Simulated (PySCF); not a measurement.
Match each property card to its molecule.

Structures:
1. `CC1(F)CC1`
2. `c1cnccc1B(O)O`
3. `CC(=O)CC(=O)C`
4. `[SiH3][Ge@@H]([GeH3])[CH2]Cl`
5. `OCC(Cl)(Cl)Cl`

Card P (geometry PBE0-D3(BJ)/def2-SVP):
- Rotational constants A, B, C: 6.726, 5.333, 4.005 GHz
- Static isotropic polarisability (PBE0/def2-SVPD): 48.2 au
- HOMO energy (PBE0/def2-SVPD): -7.92 eV
- Lowest singlet excitation (TDDFT PBE0/def2-SVPD): 7.50 eV (165 nm, f = 0.022)
- Vertical ionisation energy (ΔSCF PBE0/def2-SVPD): 10.16 eV
- Dipole moment (PBE0/def2-SVPD): 1.80 D

Card Q (geometry PBE0-D3(BJ)/def2-SVP):
* Rotational constants A, B, C: 4.119, 2.005, 1.575 GHz
* Static isotropic polarisability (wB97X-D/def2-SVPD): 65.9 au
* HOMO energy (wB97X-D/def2-SVPD): -9.42 eV
* Largest of the computed one-bond spin–spin couplings (means over like bonds) (B3LYP/pcJ-1, spin–dipole term left out): 13C–1H +141.6 (×2), 13C–1H +135.8 (×6), 13C–13C +45.1 (×2), 13C–13C +34.7 (×2), 17O–13C +33.8 (×2) Hz
* Isotropic shieldings of nuclei other than C and H, by class (GIAO B97-2/pcSseg-2): -316 (2 O) ppm

Card R (geometry PBE0-D3(BJ)/def2-SVP):
- Rotational constants A, B, C: 1.923, 1.591, 1.432 GHz
- Static isotropic polarisability (wB97X-D/def2-SVPD): 70.9 au
- 13C chemical shifts (computed TMS as zero) by class (GIAO PBE0/pcSseg-1): 123.9 (1 C), 80.0 (1 C) ppm
- Lowest triplet excitation (Tamm–Dancoff) (TDA wB97X-D/def2-SVPD): 6.01 eV
- Dipole moment (wB97X-D/def2-SVPD): 1.22 D
- Isotropic shieldings of nuclei other than C and H, by class (GIAO PBE0/pcSseg-1): 289 (1 O), 522 (3 Cl) ppm
- Vertical ionisation energy (ΔSCF wB97X-D/def2-SVPD): 11.12 eV

Card S (geometry PBE0-D3(BJ)/def2-SVP):
* Rotational constants A, B, C: 3.836, 1.120, 0.868 GHz
* Static isotropic polarisability (wB97X-D/def2-SVPD): 83.1 au
* Dipole moment (wB97X-D/def2-SVPD): 2.39 D
* 13C chemical shifts (computed TMS as zero) by class (GIAO PBE0/pcSseg-1): 155.8 (2 C), 141.8 (1 C), 132.2 (2 C) ppm
* HOMO energy (wB97X-D/def2-SVPD): -9.38 eV
* Largest of the computed one-bond spin–spin couplings (means over like bonds) (B3LYP/pcJ-1, spin–dipole term left out for some pairs): 13C–1H +186.4 (×2), 13C–1H +167.4 (×2), 13C–11B +85.8, 17O–1H -84.1 (×2), 17O–11B -9.8 (×2) Hz

Card T (geometry PBE0-D3(BJ)/def2-SVP):
- Rotational constants A, B, C: 1.287, 0.888, 0.666 GHz
- Static isotropic polarisability (wB97X-D/def2-SVPD): 122.6 au
- Vertical ionisation energy (ΔSCF wB97X-D/def2-SVPD): 9.60 eV
- Dipole moment (wB97X-D/def2-SVPD): 1.62 D
- Lowest triplet excitation (Tamm–Dancoff) (TDA wB97X-D/def2-SVPD): 5.89 eV

Each SMILES stands for a single optimised conformer of the isolated species, non-relativistic unless stated; the electronic structure was computed with PySCF and density fitting. NMR classes are plain means over equivalent atoms (diastereotopic ones count apart unless rotation or inversion swaps them), as if these changed places fast.

Which card belongs to which structure?

P = 1, Q = 3, R = 5, S = 2, T = 4. What ties each card to its structure:
- 1 (card P), C4H7F, monoisotopic mass 74.1 u, 5 heavy atoms: an asymmetric top with C = 4.005 GHz, the highest such constant on the cards; polarisability 48.2 au for 40 electrons; dipole 1.80 D.
- 2 (card S), C5H6BNO2, monoisotopic mass 123.0 u, 9 heavy atoms: 5 C in 3 classes; the least shielded carbon (155.8 ppm) is an aromatic CH next to a ring nitrogen; an asymmetric top with C = 0.868 GHz; polarisability 83.1 au for 64 electrons; dipole 2.39 D.
- 3 (card Q), C5H8O2, monoisotopic mass 100.1 u, 7 heavy atoms: an asymmetric top with C = 1.575 GHz; polarisability 65.9 au for 54 electrons.
- 4 (card T), CH9ClGe2Si, monoisotopic mass 231.9 u, 5 heavy atoms: an asymmetric top with C = 0.666 GHz, the lowest such constant on the cards; polarisability 122.6 au for 110 electrons; dipole 1.62 D.
- 5 (card R), C2H3Cl3O, monoisotopic mass 147.9 u, 6 heavy atoms: 2 C in 2 classes; the least shielded carbon (123.9 ppm) is a CCl3 carbon; an asymmetric top with C = 1.432 GHz; polarisability 70.9 au for 74 electrons; dipole 1.22 D. NMR values of atoms bound to several Cl lack the spin–orbit term that these neighbours bring.
